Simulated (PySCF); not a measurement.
SMILES [O-]C1=CC=C[SiH2]1, [C$_{4}$H$_{5}$OSi]-, charge -1

Cartesian coordinates in Å; atom numbers follow the order of the lines, from 1:
```xyz
11

O    -1.057    2.357   -0.492
C    -0.471    1.278   -0.292
C     0.880    0.933   -0.493
C     1.245   -0.405   -0.158
C     0.337   -1.318    0.327
Si   -1.240   -0.387    0.389
H     1.606    1.646   -0.876
H     2.291   -0.694   -0.297
H     0.625   -2.329    0.586
H    -2.352   -0.918   -0.475
H    -1.874   -0.251    1.747
```

Total charge -1.

Method used: PySCF, quadratic response CAM-B3LYP/def2-TZVPD first hyperpolarisability, Taylor convention, gas phase. Geometry: PBE0-D3(BJ)/def2-TZVP.

For a gas-phase anion, states above the detachment energy (about 1.5 eV, taken as minus the energy of the highest occupied orbital) lie in the continuum and depend on the basis.

(1) What is the first hyperpolarisability, and how does it disperse?

(2) Which lowest excitations and polarisabilities go with it?

Answers

(1) In 10⁻³⁰ esu, Taylor convention; the vector part is βᵢ = ⅓ Σⱼ (βᵢⱼⱼ + βⱼᵢⱼ + βⱼⱼᵢ):
| process | λ (nm) | β vector norm | β HRS | depolarisation ratio |
| --- | --- | --- | --- | --- |
| static β(0;0,0) | ∞ | 5.79 | 2.25 | 6.39 |
| second harmonic β(−2ω;ω,ω) | 1907 | 6.34 | 2.47 | 6.49 |
| Pockels β(−ω;ω,0) | 1907 | 5.96 | – | – |
| second harmonic β(−2ω;ω,ω) | 1064 | 8.26 | 3.27 | 6.72 |
| Pockels β(−ω;ω,0) | 1064 | 6.39 | – | – |

(2) S1 3.17 eV (f = 0.080); S2 3.32 eV (f = 0.001); S3 3.50 eV (f = 0.001); isotropic α 96.2 au static, 97.0 au at 1907 nm, 98.7 au at 1064 nm, 99.3 au at 953.5 nm, 110.0 au at 532 nm.
